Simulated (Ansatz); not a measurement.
Cartesian coordinates (Å):
```xyz
7

O     -0.9702    -1.3612     0.0140
C     -0.9617    -0.1447    -0.0007
B      0.4646     0.6166    -0.0064
O      1.5358    -0.1863     0.0059
H     -1.9300     0.3970    -0.0095
H      0.6048     1.7979    -0.0202
H      1.2568    -1.1193     0.0168
```
Charge 0, multiplicity 1.

Level of theory: frozen-core CCSD(T)/cc-pVTZ // B3LYP-D3(BJ)/def2-TZVP (Ansatz, a quantum-chemistry and plane-wave program).

```yaml
HF energy: -214.13353 Ha
MP2 correlation energy: -0.72494 Ha
```

Estimate the CCSD correlation energy, the (T) correction, the total energy and the T1 diagnostic.


```yaml
CCSD correlation energy: -0.74160 Ha
"(T) correction": -0.03050 Ha
CCSD(T) total energy: -214.90563 Ha
T1 diagnostic: 0.016
```
